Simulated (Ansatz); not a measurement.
**Nudged elastic band run: CH10BNSSi2**

The input (input.yaml):

```yaml
crystal:
  periodic: [false, false, false]
  atoms:
    - { symbol: C, position_ang: [-1.404443, -2.138382, -1.877533] }
    - { symbol: S, position_ang: [-1.018623, -2.886418, -0.257922] }
    - { symbol: Si, position_ang: [-0.690763, -1.123408, 0.919366] }
    - { symbol: Si, position_ang: [1.05316, 0.214542, 0.116312] }
    - { symbol: B, position_ang: [1.31624, 1.840461, 1.284384] }
    - { symbol: "N", position_ang: [1.01601, 3.106017, 0.810203] }
    - { symbol: H, position_ang: [-2.267548, -1.48458, -1.81221] }
    - { symbol: H, position_ang: [-1.635415, -2.9527, -2.55429] }
    - { symbol: H, position_ang: [-0.558171, -1.586677, -2.270788] }
    - { symbol: H, position_ang: [-0.392642, -1.627869, 2.275538] }
    - { symbol: H, position_ang: [-1.941663, -0.329552, 0.988652] }
    - { symbol: H, position_ang: [2.267778, -0.631831, 0.051483] }
    - { symbol: H, position_ang: [0.719538, 0.603576, -1.280773] }
    - { symbol: H, position_ang: [1.709043, 1.748986, 2.405272] }
    - { symbol: H, position_ang: [0.684483, 3.289747, -0.117934] }
    - { symbol: H, position_ang: [1.120114, 3.935589, 1.364641] }
basis:
  gaussian: { orbitals: "6-31G*" }
hamiltonian:
  xc: { name: BHLYP }
  dispersion: d4
neb:
  order_check: false
  images: 5
  f_tol: 0.05
  max_iterations: 58
  final_atoms:
    - { symbol: C, position_ang: [-1.44279695, -2.36040435, -1.80665135] }
    - { symbol: S, position_ang: [-0.71643402, -2.92478252, -0.23031555] }
    - { symbol: Si, position_ang: [-0.62469623, -1.06484831, 0.83436664] }
    - { symbol: Si, position_ang: [0.75579961, 0.51870421, -0.19658345] }
    - { symbol: B, position_ang: [0.66001411, 2.30030499, 0.7467412] }
    - { symbol: "N", position_ang: [1.73892234, 2.76812722, 1.47688779] }
    - { symbol: H, position_ang: [-2.41094819, -1.89817281, -1.64782282] }
    - { symbol: H, position_ang: [-1.57389105, -3.23933201, -2.4268415] }
    - { symbol: H, position_ang: [-0.78685851, -1.66559894, -2.31855312] }
    - { symbol: H, position_ang: [-0.10746288, -1.42230867, 2.17187274] }
    - { symbol: H, position_ang: [-1.99370761, -0.52118052, 1.0001198] }
    - { symbol: H, position_ang: [2.13425628, -0.0349809, -0.19842874] }
    - { symbol: H, position_ang: [0.33151646, 0.63047704, -1.61378841] }
    - { symbol: H, position_ang: [-0.3238656, 2.97116973, 0.72215822] }
    - { symbol: H, position_ang: [2.61173114, 2.28168979, 1.5562473] }
    - { symbol: H, position_ang: [1.72551912, 3.63863705, 1.97499229] }
  initial_path:
    images:
      - { positions_ang: [[-1.404443, -2.138382, -1.877533], [-1.018623, -2.886418, -0.257922], [-0.690763, -1.123408, 0.919366], [1.05316, 0.214542, 0.116312], [1.31624, 1.840461, 1.284384], [1.01601, 3.106017, 0.810203], [-2.267548, -1.48458, -1.81221], [-1.635415, -2.9527, -2.55429], [-0.558171, -1.586677, -2.270788], [-0.392642, -1.627869, 2.275538], [-1.941663, -0.329552, 0.988652], [2.267778, -0.631831, 0.051483], [0.719538, 0.603576, -1.280773], [1.709043, 1.748986, 2.405272], [0.684483, 3.289747, -0.117934], [1.120114, 3.935589, 1.364641]] }
      - { positions_ang: [[-1.41137269, -2.09585836, -1.84015205], [-0.92595929, -2.88268915, -0.29518078], [-0.66406609, -1.12684797, 0.90574208], [1.083153, 0.21334381, 0.12837045], [1.28767218, 1.79988869, 1.29644643], [1.02265687, 3.12653003, 0.81966846], [-2.31469679, -1.48738528, -1.69234674], [-1.64308347, -2.85807472, -2.56628549], [-0.63033449, -1.45477486, -2.21429972], [-0.35061724, -1.60409653, 2.27921702], [-1.91179721, -0.34990586, 0.96127369], [2.29696213, -0.60659765, 0.09310433], [0.71899314, 0.6254623, -1.25680003], [1.6148911, 1.68319175, 2.42749607], [1.02956128, 3.29260263, -0.05341696], [0.77513558, 3.70271215, 1.05156424]] }
      - { positions_ang: [[-1.41830238, -2.05333472, -1.80277111], [-0.83329557, -2.8789603, -0.33243956], [-0.63736919, -1.13028793, 0.89211816], [1.11314599, 0.21214562, 0.1404289], [1.25910436, 1.75931637, 1.30850886], [1.02930375, 3.14704306, 0.82913392], [-2.36184558, -1.49019055, -1.57248347], [-1.65075194, -2.76344943, -2.57828097], [-0.70249798, -1.32287272, -2.15781143], [-0.30859248, -1.58032405, 2.28289604], [-1.88193142, -0.37025973, 0.93389538], [2.32614626, -0.58136429, 0.13472565], [0.71844828, 0.6473486, -1.23282707], [1.5207392, 1.6173975, 2.44972013], [1.37463955, 3.29545826, 0.01110009], [0.43015715, 3.46983531, 0.73848749]] }
      - { positions_ang: [[-1.42523207, -2.01081107, -1.76539016], [-0.74063186, -2.87523145, -0.36969834], [-0.61067228, -1.1337279, 0.87849424], [1.14313899, 0.21094743, 0.15248735], [1.23053654, 1.71874406, 1.32057129], [1.03595062, 3.16755608, 0.83859937], [-2.40899438, -1.49299583, -1.45262021], [-1.65842041, -2.66882415, -2.59027646], [-0.77466147, -1.19097057, -2.10132315], [-0.26656772, -1.55655158, 2.28657506], [-1.85206562, -0.39061359, 0.90651706], [2.35533039, -0.55613094, 0.17634698], [0.71790342, 0.66923491, -1.2088541], [1.4265873, 1.55160325, 2.4719442], [1.71971783, 3.29831389, 0.07561713], [0.08517873, 3.23695846, 0.42541073]] }
      - { positions_ang: [[-1.43108703, -2.12734217, -1.77914389], [-0.73256591, -2.89174847, -0.32323741], [-0.61534693, -1.11076804, 0.86378504], [1.01402586, 0.31353303, 0.03613041], [1.04036239, 1.9125977, 1.12929459], [1.27027453, 3.03441313, 1.05136218], [-2.40964565, -1.62805482, -1.51768774], [-1.63024396, -2.85899344, -2.53579814], [-0.77872715, -1.34918003, -2.17373314], [-0.21353277, -1.51180395, 2.24834095], [-1.89927962, -0.4341359, 0.93771797], [2.28163902, -0.38241426, 0.05142174], [0.58910776, 0.65631562, -1.3438322], [0.843103, 2.02479208, 1.88868221], [2.0170556, 2.95943919, 0.56916052], [0.63195886, 3.37085133, 0.94193792]] }
      - { positions_ang: [[-1.43694199, -2.24387326, -1.79289762], [-0.72449997, -2.90826549, -0.27677648], [-0.62002158, -1.08780818, 0.84907584], [0.88491274, 0.41611862, -0.08022652], [0.85018825, 2.10645135, 0.9380179], [1.50459844, 2.90127017, 1.26412498], [-2.41029692, -1.76311382, -1.58275528], [-1.6020675, -3.04916272, -2.48131982], [-0.78279283, -1.50738948, -2.24614313], [-0.16049782, -1.46705631, 2.21010684], [-1.94649362, -0.47765821, 0.96891889], [2.20794765, -0.20869758, -0.0735035], [0.46031211, 0.64339633, -1.47881031], [0.2596187, 2.4979809, 1.30542021], [2.31439337, 2.62056449, 1.06270391], [1.17873899, 3.50474419, 1.4584651]] }
      - { positions_ang: [[-1.44279695, -2.36040435, -1.80665135], [-0.71643402, -2.92478252, -0.23031555], [-0.62469623, -1.06484831, 0.83436664], [0.75579961, 0.51870421, -0.19658345], [0.66001411, 2.30030499, 0.7467412], [1.73892234, 2.76812722, 1.47688779], [-2.41094819, -1.89817281, -1.64782282], [-1.57389105, -3.23933201, -2.4268415], [-0.78685851, -1.66559894, -2.31855312], [-0.10746288, -1.42230867, 2.17187274], [-1.99370761, -0.52118052, 1.0001198], [2.13425628, -0.0349809, -0.19842874], [0.33151646, 0.63047704, -1.61378841], [-0.3238656, 2.97116973, 0.72215822], [2.61173114, 2.28168979, 1.5562473], [1.72551912, 3.63863705, 1.97499229]] }
```

Run as:

```bash
$ ansatz run input.yaml --threads 2 --pin off --max-ram 3072MiB --backend cpu --events-out ev --progress --plain --runs-dir out
```

Output, in part (warnings, iteration lines, the closing report on the highest movable image, with atoms numbered from 0):

```
NEB end point (image 0): max|allowed force component| = 1.200e-2 eV/Å (the criterion of neb.relax_end_points is 1.000e-2)
NEB end point (image 6): max|allowed force component| = 6.304e-3 eV/Å (the criterion of neb.relax_end_points is 1.000e-2)
NEB iter   1: max|band force component| = 4.751e1 eV/Å  barrier→ = 15.3382 eV  barrier← = 15.3452 eV  Δτ_max = 0.2000 Å  (187 SCF iters)
NEB iter   2: max|band force component| = 1.076e1 eV/Å  barrier→ = 5.7693 eV  barrier← = 5.7764 eV  Δτ_max = 0.2000 Å  (151 SCF iters)
NEB iter   3: max|band force component| = 6.580e0 eV/Å  barrier→ = 3.1072 eV  barrier← = 3.1142 eV  Δτ_max = 0.1989 Å  (151 SCF iters)
NEB iter   4: max|band force component| = 3.484e0 eV/Å  barrier→ = 1.6775 eV  barrier← = 1.6845 eV  Δτ_max = 0.1994 Å  (151 SCF iters)
NEB iter   5: max|band force component| = 1.843e0 eV/Å  barrier→ = 1.5186 eV  barrier← = 1.5256 eV  Δτ_max = 0.1991 Å  (152 SCF iters)
NEB iter   6: max|band force component| = 1.312e0 eV/Å  barrier→ = 1.3951 eV  barrier← = 1.4022 eV  Δτ_max = 0.1986 Å  (150 SCF iters)
NEB iter   7: max|band force component| = 9.280e-1 eV/Å  barrier→ = 1.1994 eV  barrier← = 1.2064 eV  Δτ_max = 0.1990 Å  (148 SCF iters)
NEB iter   8: max|band force component| = 1.605e0 eV/Å  barrier→ = 0.8814 eV  barrier← = 0.8885 eV  Δτ_max = 0.1000 Å  (142 SCF iters)
NEB iter   9: max|band force component| = 1.285e0 eV/Å  barrier→ = 0.6890 eV  barrier← = 0.6960 eV  Δτ_max = 0.0997 Å  (148 SCF iters)
NEB iter  10: max|band force component| = 6.497e-1 eV/Å  barrier→ = 0.5041 eV  barrier← = 0.5111 eV  Δτ_max = 0.1849 Å  (145 SCF iters)
NEB iter  11: max|band force component| = 5.871e-1 eV/Å  barrier→ = 0.2702 eV  barrier← = 0.2773 eV  Δτ_max = 0.1953 Å  (147 SCF iters)
NEB iter  12: max|band force component| = 3.864e-1 eV/Å  barrier→ = 0.1512 eV  barrier← = 0.1583 eV  CI = image 3  Δτ_max = 0.1988 Å  (149 SCF iters)
NEB iter  13: max|band force component| = 3.484e-1 eV/Å  barrier→ = 0.0974 eV  barrier← = 0.1045 eV  CI = image 3  Δτ_max = 0.1998 Å  (148 SCF iters)
NEB iter  14: max|band force component| = 3.948e-1 eV/Å  barrier→ = 0.0799 eV  barrier← = 0.0870 eV  CI = image 3  Δτ_max = 0.0999 Å  (148 SCF iters)
NEB iter  15: max|band force component| = 3.145e-1 eV/Å  barrier→ = 0.0744 eV  barrier← = 0.0815 eV  CI = image 3  Δτ_max = 0.0688 Å  (136 SCF iters)
NEB iter  16: max|band force component| = 1.485e-1 eV/Å  barrier→ = 0.0675 eV  barrier← = 0.0745 eV  CI = image 3  Δτ_max = 0.0877 Å  (143 SCF iters)
NEB iter  17: max|band force component| = 5.318e-1 eV/Å  barrier→ = 0.0692 eV  barrier← = 0.0763 eV  CI = image 4  Δτ_max = 0.0441 Å  (138 SCF iters)
NEB iter  18: max|band force component| = 2.318e-1 eV/Å  barrier→ = 0.0631 eV  barrier← = 0.0701 eV  CI = image 3  Δτ_max = 0.0644 Å  (132 SCF iters)
NEB iter  19: max|band force component| = 1.464e-1 eV/Å  barrier→ = 0.0623 eV  barrier← = 0.0694 eV  CI = image 3  Δτ_max = 0.0399 Å  (136 SCF iters)
NEB iter  20: max|band force component| = 1.384e-1 eV/Å  barrier→ = 0.0612 eV  barrier← = 0.0683 eV  CI = image 3  Δτ_max = 0.0199 Å  (125 SCF iters)
NEB iter  21: max|band force component| = 1.255e-1 eV/Å  barrier→ = 0.0609 eV  barrier← = 0.0679 eV  CI = image 3  Δτ_max = 0.0302 Å  (123 SCF iters)
NEB iter  22: max|band force component| = 8.588e-2 eV/Å  barrier→ = 0.0603 eV  barrier← = 0.0673 eV  CI = image 3  Δτ_max = 0.0178 Å  (132 SCF iters)
NEB iter  23: max|band force component| = 5.051e-2 eV/Å  barrier→ = 0.0600 eV  barrier← = 0.0671 eV  CI = image 3  Δτ_max = 0.0171 Å  (118 SCF iters)
NEB iter  24: max|band force component| = 4.000e-2 eV/Å  barrier→ = 0.0599 eV  barrier← = 0.0670 eV  CI = image 3  Δτ_max = 0.0000 Å  (253 SCF iters)
Total energy: -29955.34821685 eV, -1100.8387425051 hartree
Atom 0 at    -1.440369    -2.274401    -1.838725 Å, force    -0.002754     0.001649     0.002896 eV/Å
Atom 1 at    -0.707369    -3.018667    -0.341991 Å, force    -0.001375     0.001574     0.000245 eV/Å
Atom 2 at    -0.585303    -1.290075     0.923130 Å, force     0.003067     0.007009    -0.001921 eV/Å
Atom 3 at     0.777388     0.398205     0.056559 Å, force    -0.000582    -0.003802     0.001216 eV/Å
Atom 4 at     0.808918     2.061205     1.221344 Å, force    -0.007440     0.000848    -0.003426 eV/Å
Atom 5 at     1.556324     3.167245     0.856008 Å, force     0.011823     0.022076     0.000709 eV/Å
Atom 6 at    -2.399851    -1.818534    -1.619357 Å, force     0.002436    -0.001932    -0.001856 eV/Å
Atom 7 at    -1.591321    -3.077816    -2.550102 Å, force     0.000025    -0.000677     0.000079 eV/Å
Atom 8 at    -0.779175    -1.536852    -2.279132 Å, force     0.000712    -0.000255     0.000295 eV/Å
Atom 9 at    -0.050488    -1.799473     2.203098 Å, force    -0.000272     0.001004    -0.002423 eV/Å
Atom 10 at    -1.947777    -0.760110     1.170854 Å, force    -0.002118    -0.003748     0.000553 eV/Å
Atom 11 at     2.140253    -0.163151    -0.120222 Å, force     0.003241     0.000013    -0.002027 eV/Å
Atom 12 at     0.294607     0.725915    -1.311210 Å, force     0.000591     0.000550     0.003753 eV/Å
Atom 13 at     0.193739     2.136721     2.239032 Å, force     0.001489    -0.003970     0.000285 eV/Å
Atom 14 at     2.113950     3.224489     0.024941 Å, force    -0.006251    -0.014005     0.000781 eV/Å
Atom 15 at     1.593570     4.002800     1.410174 Å, force    -0.002591    -0.006334     0.000841 eV/Å
Dipole moment:     0.172649     0.852376    -0.147599 e Å
```

The run converged. A vibrational analysis at the climbing image gives one clearly imaginary mode, 79i cm⁻¹: a first-order saddle point.

Final band (atoms are numbered from 1 in the order of the input):

```json
{"image": "0", "path coordinate (Å)": "0.00", "energy (eV)": "0.000", "dihedral Si3–Si4–B5–N6 (°)": "-112"}
{"image": "1", "path coordinate (Å)": "0.91", "energy (eV)": "0.010", "dihedral Si3–Si4–B5–N6 (°)": "-133"}
{"image": "2", "path coordinate (Å)": "1.83", "energy (eV)": "0.041", "dihedral Si3–Si4–B5–N6 (°)": "-156"}
{"image": "3", "path coordinate (Å)": "2.74", "energy (eV)": "0.060", "dihedral Si3–Si4–B5–N6 (°)": "-179"}
{"image": "4", "path coordinate (Å)": "3.70", "energy (eV)": "0.038", "dihedral Si3–Si4–B5–N6 (°)": "156"}
{"image": "5", "path coordinate (Å)": "4.66", "energy (eV)": "0.004", "dihedral Si3–Si4–B5–N6 (°)": "132"}
{"image": "6", "path coordinate (Å)": "5.62", "energy (eV)": "-0.007", "dihedral Si3–Si4–B5–N6 (°)": "110"}
```

The run took 10 min on 2 threads of Arm Neoverse V1, with other jobs on the host, peak memory 0.34 GiB.
